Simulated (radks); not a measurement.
The numbers below are computed, except where a source is named.
Problem. Radial electron density D(r) = 4 pi r^2 rho(r) of an atom or ion with 1 electrons. Code: a radial shooting solver on a logarithmic mesh with Libxc functionals. Model: scalar-relativistic Kohn-Sham, PW91, spin-polarised, spherical densities, point nucleus.

r (bohr)  D(r) (e/bohr)
0.02445         0.05653
0.02649         0.06552
0.02846         0.07476
0.03083         0.08647
0.03314         0.09847
0.0359           0.1136
0.03858          0.1291
0.04179          0.1486
0.04491          0.1683
0.04865          0.1931
0.05228          0.2181
0.05664          0.2493
0.06086          0.2806
0.06593          0.3192
0.07085          0.3578
0.07676          0.4050
0.08249          0.4517
0.08864          0.5025
0.09603          0.5637
0.1032           0.6232
0.1118           0.6940
0.1201           0.7618
0.1301           0.8412
0.1399           0.9157
0.1515            1.001
0.1628            1.079
0.1764            1.166
0.1895            1.243
0.2053            1.326
0.2207            1.395
0.239             1.464
0.2569            1.518
0.2783            1.565
0.2991            1.594
0.324             1.609
0.3482            1.606
0.3771            1.582
0.4053            1.542
0.4356            1.485
0.4718            1.402
0.5071            1.311
0.5493            1.195
0.5903            1.080
0.6395           0.9452
0.6872           0.8216
0.7444           0.6863
0.8              0.5703
0.8667           0.4515
0.9314           0.3562
1.009            0.2652
1.084            0.1973
1.175            0.1370
1.262           0.09530
1.367           0.06109
1.469           0.03928
1.592           0.02281
1.711           0.01327
1.853          0.006823
1.991          0.003532

What is the nuclear charge?

Solution. Z = 3. The innermost maximum, from 1s, lies near gamma/Z bohr with gamma = sqrt(1 - (Z/c)^2) = 1.000, here 0.333 bohr (found: 0.332), and its height grows with Z. The density is that of the lithium ion Li2+ in 1s1; the configuration itself is not fixed sharply by these data. D(r) has 1 maximum, at r = 0.332 bohr.
